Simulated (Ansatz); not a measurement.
`[SiH3][Si]1(Cl)P[Te]1` at its PBE0-D4/def2-TZVP geometry, where that method's forces vanish. The species carries charge 0 and has multiplicity 1. Te: def2 effective core potential.

```
atom   x (Å)   y (Å)   z (Å)
 Si1  -0.356  -1.479   0.182
 Si2  -0.279   0.836   0.357
 Cl3  -1.980   1.596   1.222
  P4   0.620   2.096  -1.245
 Te5   1.869   1.850   0.950
  H6   0.874  -1.904  -0.532
  H7  -1.563  -1.895  -0.580
  H8  -0.397  -2.074   1.542
  H9   1.213   0.973  -1.896
```

Problem. For each bond, give half the difference of the two atoms' forces along it (eV/Å; positive pushes the atoms apart) under PBE-D4, r2SCAN-D4, B3LYP-D4, ωB97M-V in def2-TZVPP. (Best estimate.)

Solution. Ansatz gave: 
```json
{"bond": "Si1–Si2", "length (Å)": "2.324", "PBE-D4": "-0.16", "r2SCAN-D4": "-0.04", "B3LYP-D4": "-0.02", "ωB97M-V": "0.05"}
{"bond": "Si1–H6", "length (Å)": "1.485", "PBE-D4": "0.09", "r2SCAN-D4": "-0.02", "B3LYP-D4": "-0.07", "ωB97M-V": "-0.11"}
{"bond": "Si1–H7", "length (Å)": "1.486", "PBE-D4": "0.09", "r2SCAN-D4": "-0.01", "B3LYP-D4": "-0.07", "ωB97M-V": "-0.11"}
{"bond": "Si1–H8", "length (Å)": "1.485", "PBE-D4": "0.09", "r2SCAN-D4": "-0.01", "B3LYP-D4": "-0.06", "ωB97M-V": "-0.11"}
{"bond": "Si2–Cl3", "length (Å)": "2.054", "PBE-D4": "0.20", "r2SCAN-D4": "0.06", "B3LYP-D4": "0.15", "ωB97M-V": "0.09"}
{"bond": "Si2–P4", "length (Å)": "2.227", "PBE-D4": "0.21", "r2SCAN-D4": "0.08", "B3LYP-D4": "0.15", "ωB97M-V": "-0.06"}
{"bond": "Si2–Te5", "length (Å)": "2.448", "PBE-D4": "0.24", "r2SCAN-D4": "0.10", "B3LYP-D4": "0.25", "ωB97M-V": "-0.08"}
{"bond": "P4–Te5", "length (Å)": "2.537", "PBE-D4": "0.33", "r2SCAN-D4": "0.14", "B3LYP-D4": "0.39", "ωB97M-V": "-0.03"}
{"bond": "P4–H9", "length (Å)": "1.427", "PBE-D4": "0.21", "r2SCAN-D4": "0.01", "B3LYP-D4": "-0.08", "ωB97M-V": "-0.12"}
```

B3LYP here is the variant with VWN-RPA as its local correlation; programs differ in this.
